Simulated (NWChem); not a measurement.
System: GeH$_{2}$O$_{2}$, singlet; SMILES [Ge]([OH])[OH]

```xyz
5

Ge     0.0000     0.0000     0.3497
O      1.3035     0.0000    -0.8664
H      2.1766     0.0000    -0.4574
O     -1.3035     0.0000    -0.8664
H     -2.1766     0.0000    -0.4574
```
Atoms are numbered in this order, from 1.

Low-valent species are run as closed-shell singlets; no triplet was tried in these runs. Coordinates come from a PBE0/def2-SVP optimisation.

Q: Give the principal values of the shielding tensors (ppm) of Ge1, O2 from PBE/pcSseg-1, GIAO (NWChem), with their diamagnetic and paramagnetic parts as GIAO splits them.

A: 
```
atom     σ11     σ22     σ33  isotropic  diamagnetic  paramagnetic
----  ------  ------  ------  ---------  -----------  ------------
Ge1    487.5  1123.4  1253.1      954.7       2755.3       -1800.6
O2    -300.1   208.0   267.6       58.5        393.1        -334.5
```
